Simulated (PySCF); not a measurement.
C2H4OSe, SMILES O=CC[SeH] (PBE/def2-SVP optimised geometry):

```
8

O      1.446    -0.597     0.000
C      0.231    -0.597     0.000
C     -0.612     0.656     0.000
Se    -1.521     0.783     1.758
H     -0.369    -1.557     0.044
H      0.000     1.557    -0.194
H     -1.446     0.582    -0.728
H     -0.247     0.917     2.512
```

Calculation: PBE/def2-TZVP in PySCF.

What are the frontier orbital energies and the dipole moment?

HOMO-2 -8.46 eV, HOMO-1 -6.29 eV, HOMO -5.88 eV, LUMO -2.45 eV, LUMO+1 -1.13 eV; dipole moment 1.98 D.

Meta-Löwdin charges at PBE/def2-TZVP: O1 -0.36, C2 0.25, C3 -0.32, Se4 0.00, H5 0.07, H6 0.14, H7 0.15, H8 0.08.
